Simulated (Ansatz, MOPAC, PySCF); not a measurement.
Species: 1,1-difluoroethane, C₂H₄F₂, charge 0, multiplicity 1. SMILES: FC(F)C
Geometry: optimised at B3LYP-D3(BJ)/def2-TZVP (Ansatz, a program for electronic structure).

Quantity: enthalpy of formation at 298 K, in kcal/mol. Set-up: UHF or UKS for open shells; frozen cores in correlated levels; 6-311+G** with 5d; six Cartesian d functions in 6-31G* and its kin unless marked 5d; PM7 with its own dispersion and hydrogen-bond terms; non-relativistic; no dispersion term unless named; no spin-orbit coupling. Basis-set limits of correlation are two-point, X^-3; Hartree-Fock from the larger set (for Q and 5 zeta extrapolated as (X+1)exp(-9√X)). First-principles rows: single points at B3LYP-D3(BJ) geometries (Ansatz), with unscaled harmonic terms from B3LYP/6-31G* (Ansatz) at its own minima, enthalpies of formation by atomisation with measured atoms. Semi-empirical rows: MOPAC heats of formation at their own minima for 298 K.

Measured values: CRC Handbook, as tabulated in the package chemicals; they hold spin-orbit and core effects, anharmonicity. 

Value to compare with, the measured value: -118.8 kcal/mol.

```json
[
 {"level": "PM7", "program": "MOPAC", "enthalpy of formation at 298 K (kcal/mol)": "-113.3", "error": "5.5"},
 {"level": "MNDO", "program": "MOPAC", "enthalpy of formation at 298 K (kcal/mol)": "-113.5", "error": "5.3"},
 {"level": "HF/STO-3G", "program": "Ansatz", "enthalpy of formation at 298 K (kcal/mol)": "5.3", "error": "124.1"},
 {"level": "SVWN5/6-31G*", "program": "Ansatz", "enthalpy of formation at 298 K (kcal/mol)": "-247.5", "error": "-128.7"},
 {"level": "PBE/STO-3G", "program": "Ansatz", "enthalpy of formation at 298 K (kcal/mol)": "-240.9", "error": "-122.1"},
 {"level": "PBE/def2-SVP", "program": "Ansatz", "enthalpy of formation at 298 K (kcal/mol)": "-147.8", "error": "-29.0"},
 {"level": "BLYP/6-31G*", "program": "Ansatz", "enthalpy of formation at 298 K (kcal/mol)": "-123.3", "error": "-4.5"},
 {"level": "BP86/6-31G* (5d)", "program": "PySCF", "enthalpy of formation at 298 K (kcal/mol)": "-148.5", "error": "-29.7"},
 {"level": "B3LYP/def2-SVP", "program": "Ansatz", "enthalpy of formation at 298 K (kcal/mol)": "-123.5", "error": "-4.7"},
 {"level": "M06-2X/6-31G* (5d)", "program": "PySCF", "enthalpy of formation at 298 K (kcal/mol)": "-124.1", "error": "-5.3"},
 {"level": "M06-2X/6-311+G**", "program": "PySCF", "enthalpy of formation at 298 K (kcal/mol)": "-113.7", "error": "5.1"},
 {"level": "MP2/6-31G*", "program": "Ansatz", "enthalpy of formation at 298 K (kcal/mol)": "-78.1", "error": "40.7"},
 {"level": "MP2/6-311+G**", "program": "Ansatz", "enthalpy of formation at 298 K (kcal/mol)": "-90.9", "error": "27.9"},
 {"level": "B3LYP/def2-TZVPD", "program": "Ansatz", "enthalpy of formation at 298 K (kcal/mol)": "-114.6", "error": "4.2"},
 {"level": "CCSD(T)/CBS(cc-pVQZ,cc-pV5Z)", "program": "Ansatz", "enthalpy of formation at 298 K (kcal/mol)": "-119.3", "error": "-0.5"}
]
```

Among the 13 habitual levels, SVWN5/6-31G* lies farthest from the measured value (-128.7 kcal/mol); 6 of 13 lie above it, and their mean absolute error is 41.0 kcal/mol, the median 27.9. One case shows no general order.

The levels are drawn from those run, B3LYP/6-31G* more often than the rest, none by its result; left out are runs that failed, that the program found above a lower state of the same kind, or whose <S^2> lies over 0.5 above the pure value.
